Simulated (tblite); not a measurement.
Cl₂NbO (SMILES [O]=[Nb+]([Cl])[Cl]), charge +1, singlet, geometry from GFN2-xTB (such geometries of metal compounds can be far from the true shape) (the multiplicity is a formal guess); IPEA1-xTB in tblite.

Input for tblite:
```
$ tblite run mol.xyz --method ipea1 --charge 1 --spin 0 --json tblite.json --no-restart

# file mol.xyz
4

Nb     0.44595350     0.29895604     0.07331566
O      1.46993188    -0.94361898    -0.44723207
Cl    -0.76328112    -0.71153418     1.62148469
Cl    -1.00398643     0.43457855    -1.58784266
```

**Question.** What does tblite print? Leave out banner, timings and long lists.

**Answer.** 
```
xTB calculator
 | screened Coulomb repulsion
 | Coulomb electrostatics
 |  * isotropic Klopman-Ohno-Mataga-Nishimoto electrostatics
 |  * onsite third-order electrostatics
 | DFT-D3(BJ) dispersion correction

halogen bonding energy    0.0000000000000E+00 Eh
repulsion energy          4.4301519907529E-02 Eh
dispersion energy        -1.6955007743085E-03 Eh
number of electrons       2.4000000000000E+01 e
integral cutoff           4.0000000000000E+01 bohr

------------------------------------------------------------
  cycle        total energy    energy error   density error
------------------------------------------------------------
      1     -12.93155211464  -1.2974158E+01   1.1266191E+00
      2     -11.59200125098   1.3395509E+00   2.4261759E+00
      3     -14.17734537113  -2.5853441E+00   6.2636462E-01
      4     -14.42179792044  -2.4445255E-01   5.2532814E-01
      5     -14.76500365361  -3.4320573E-01   2.3695506E-01
      6     -14.84907516545  -8.4071512E-02   4.6937015E-02
      7     -14.84761330300   1.4618625E-03   5.2971178E-02
      8     -14.85143270759  -3.8194046E-03   1.0241667E-02
      9     -14.85166060387  -2.2789628E-04   2.8073420E-03
     10     -14.85167097690  -1.0373034E-05   1.1162416E-03
     11     -14.85167218190  -1.2050049E-06   1.0912286E-04
     12     -14.85167219412  -1.2220305E-08   1.2962680E-05
------------------------------------------------------------

electronic energy        -1.4894278213258E+01 Eh
total energy             -1.4851672194125E+01 Eh

Post processing:
 | Mayer-Wiberg bond orders

[Info] JSON dump of results written to 'tblite.json'
```
